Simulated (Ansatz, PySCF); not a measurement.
Complex: HCl (SMILES Cl) (first 2 atoms) with H2Se (SMILES [SeH2]); geometry from B3LYP-D3(BJ)/def2-TZVP.
(charge 0, multiplicity 1):
```xyz
5

Cl     0.27390    -0.68935    -0.39335
H      0.13762    -0.22667     0.81355
Se    -0.03299     0.55159     3.19731
H      1.40280     0.29637     3.38946
H     -0.36905    -0.81327     3.63065
```

Monomers are frozen at their geometry in the pair; levels with a basis set take the counterpoise correction.

Frozen-core correlation. Filled d and f shells under p-block atoms count as core. CBS(a, b) extrapolates the correlation energy as X⁻³ and adds the Hartree–Fock energy of set b.

Programs: Ansatz (a quantum-chemistry and plane-wave program) with Gaussian orbitals; PySCF for the dispersion terms. 

The comparison value is -13.5 kJ/mol (CCSD(T)/CBS(def2-TZVPPD, def2-QZVPPD)). It is a level with limits of its own, not the exact answer.

### Question
Order these levels by how close they come to the comparison value for the interaction energy, closest first: wB97M-V/def2-TZVPPD, BLYP/def2-TZVPPD, PBE-D4/def2-TZVPPD, PBE0-D3(BJ)/def2-TZVPPD, B3LYP-D3(BJ)/def2-TZVPPD. Give each level's value less the comparison value.

### Answer
wB97M-V/def2-TZVPPD (0.1 kJ/mol), BLYP/def2-TZVPPD (3.2 kJ/mol), B3LYP-D3(BJ)/def2-TZVPPD (-3.9 kJ/mol), PBE0-D3(BJ)/def2-TZVPPD (-4.9 kJ/mol), PBE-D4/def2-TZVPPD (-6.8 kJ/mol)
